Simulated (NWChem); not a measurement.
System: SiN2H5Cl; SMILES N[SiH](N)Cl

Here is an NWChem input.

```
start job
memory heap 200 mb stack 900 mb global 1100 mb
geometry units angstroms noautoz
  Si     0.022121    -0.400769     0.376847
  N     -1.487397    -0.957946    -0.210241
  N      1.242596    -1.368231    -0.328099
  Cl     0.027592     1.627262    -0.131565
  H      0.290509    -0.418244     1.841352
  H     -2.290508    -0.341882    -0.235548
  H     -1.748447    -1.932623    -0.117502
  H      1.261092    -1.516767    -1.331197
  H      2.172435    -1.394183     0.074141
end
basis spherical
  * library def2-svp
end
dft
  xc pbe0
  iterations 150
  vectors input atomic output neutral.movecs
end
task dft energy
charge 1
dft
  odft
  mult 2
  vectors input atomic output cation.movecs
end
task dft energy
```

Geometry: optimised at PBE0/def2-SVP.

Ions are spin-unrestricted doublets at the neutral geometry; other ion states weren't tried.

### Question
What results follow from this input? (PBE0/def2-SVP, vertical spin-unrestricted ions.) Quantities: vertical ionisation energy, ΔSCF (eV); −ε(HOMO) (eV).

### Answer
```json
{
  "vertical ionisation energy, ΔSCF (eV)": "9.69",
  "−ε(HOMO) (eV)": "7.48"
}
```
